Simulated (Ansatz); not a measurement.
Geometry optimisation, RKS PBE/def2-SVP in Ansatz 0.2.0.

Input:

```yaml
crystal:
  periodic: [false, false, false]
  atoms:
    - { symbol: Ge, position_ang: [-0.586288, -0.196444, -0.414823] }
    - { symbol: H, position_ang: [0.097017, 0.422566, 2.183042] }
    - { symbol: F, position_ang: [0.919241, -0.730142, 0.296572] }
    - { symbol: F, position_ang: [-0.334073, 1.510268, -0.684262] }
    - { symbol: H, position_ang: [-0.744562, -0.887378, -1.789259] }
    - { symbol: S, position_ang: [-2.280537, -0.553764, 1.004914] }
    - { symbol: H, position_ang: [-3.070326, -1.017292, -0.00918] }
    - { symbol: H, position_ang: [-0.512171, 0.705486, 2.446196] }
basis:
  gaussian: { orbitals: def2-SVP }
hamiltonian:
  xc: pbe
relax:
  f_tol: 0.03
  max_steps: 50
```

Command:

```bash
$ ansatz run input.yaml --threads 2 --pin off --max-ram 3072MiB --backend cpu --events-out ev --progress --plain --runs-dir out
```

**Question.** Where does it end, and by what steps?

**Answer.** The forces met the threshold. The force dipped under the threshold on the way, but the program's further checks kept it going. After 18 steps the energy has fallen by 0.141 eV; H8 moved furthest, 1.31 Å.

```json
{"step": "0", "energy less start (eV)": "0.0000", "largest force component (eV/Å)": "1.621", "accepted": "yes"}
{"step": "1", "energy less start (eV)": "-0.1001", "largest force component (eV/Å)": "0.100", "accepted": "yes"}
{"step": "2", "energy less start (eV)": "-0.1156", "largest force component (eV/Å)": "0.075", "accepted": "yes"}
{"step": "3", "energy less start (eV)": "-0.1172", "largest force component (eV/Å)": "0.209", "accepted": "yes"}
{"step": "4", "energy less start (eV)": "-0.1272", "largest force component (eV/Å)": "0.080", "accepted": "yes"}
{"step": "5", "energy less start (eV)": "-0.1297", "largest force component (eV/Å)": "0.088", "accepted": "yes"}
{"step": "6", "energy less start (eV)": "-0.1298", "largest force component (eV/Å)": "0.268", "accepted": "yes"}
{"step": "7", "energy less start (eV)": "-0.1327", "largest force component (eV/Å)": "0.078", "accepted": "yes"}
{"step": "8", "energy less start (eV)": "-0.1316", "largest force component (eV/Å)": "0.228", "accepted": "no"}
{"step": "9", "energy less start (eV)": "-0.1341", "largest force component (eV/Å)": "0.016", "accepted": "yes"}
{"step": "10", "energy less start (eV)": "-0.1361", "largest force component (eV/Å)": "0.039", "accepted": "yes"}
{"step": "11", "energy less start (eV)": "-0.1372", "largest force component (eV/Å)": "0.223", "accepted": "yes"}
{"step": "12", "energy less start (eV)": "-0.1386", "largest force component (eV/Å)": "0.113", "accepted": "yes"}
{"step": "13", "energy less start (eV)": "-0.1393", "largest force component (eV/Å)": "0.023", "accepted": "yes"}
{"step": "14", "energy less start (eV)": "-0.1400", "largest force component (eV/Å)": "0.013", "accepted": "yes"}
{"step": "15", "energy less start (eV)": "-0.1399", "largest force component (eV/Å)": "0.156", "accepted": "no"}
{"step": "16", "energy less start (eV)": "-0.1406", "largest force component (eV/Å)": "0.042", "accepted": "yes"}
{"step": "17", "energy less start (eV)": "-0.1407", "largest force component (eV/Å)": "0.082", "accepted": "yes"}
{"step": "18", "energy less start (eV)": "-0.1409", "largest force component (eV/Å)": "0.028", "accepted": "yes"}
```

```xyz
8
Properties=species:S:1:pos:R:3
Ge -0.756 -0.267 -0.642
H 0.445 0.484 2.742
F 0.615 -0.221 0.446
F -0.839 1.340 -1.327
H -0.447 -1.240 -1.801
S -2.522 -0.694 0.624
H -3.315 -0.847 -0.477
H 0.307 0.698 3.469
```

Whether the end is a true minimum wasn't checked by a vibrational analysis.

The run took 23 s on 2 threads of Intel(R) Xeon(R) Platinum 8488C (Sapphire Rapids) (shared host), peak memory 0.16 GiB.
